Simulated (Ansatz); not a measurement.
One change: `CS[AsH2]` becomes `CO[AsH2]`.

Ansatz, PBE0-D4/def2-TZVP geometries, multiplicity 1. 

Scalar relativity is left out up to krypton.

```
                                      property  `CS[AsH2]`
zero-point energy (PBE0-D4/def2-TZVP) / kJ/mol       143.4
         LUMO energy (ωB97M-V/def2-TZVPP) / eV        1.43
           HOMO–LUMO gap (PBE/def2-TZVPP) / eV        4.16
             HOMO energy (PBE/def2-TZVPP) / eV       -5.50
         HOMO–LUMO gap (B3LYP/def2-TZVPP) / eV        5.79
size of the dipole moment (PBE/def2-TZVPP) / D        1.09
```

Task: What does the change do to each property? (Estimate.)

Result: Ansatz gave: 
```tsv
property	`CO[AsH2]`	shift
zero-point energy (PBE0-D4/def2-TZVP) / kJ/mol	151.5	8.1
LUMO energy (ωB97M-V/def2-TZVPP) / eV	1.59	0.16
HOMO–LUMO gap (PBE/def2-TZVPP) / eV	5.18	1.02
HOMO energy (PBE/def2-TZVPP) / eV	-6.47	-0.97
HOMO–LUMO gap (B3LYP/def2-TZVPP) / eV	7.01	1.22
size of the dipole moment (PBE/def2-TZVPP) / D	1.25	0.16
```

With PBE0 the HOMO falls by 1.06 eV and the LUMO rises by 0.12 eV, so the gap widens by about 1.18 eV. PBE moves the HOMO by -0.97 eV and ωB97M-V by -1.08 eV. Dipoles are sizes alone; their direction can turn.

B3LYP here is the variant with VWN-RPA as its local correlation; programs differ in this.
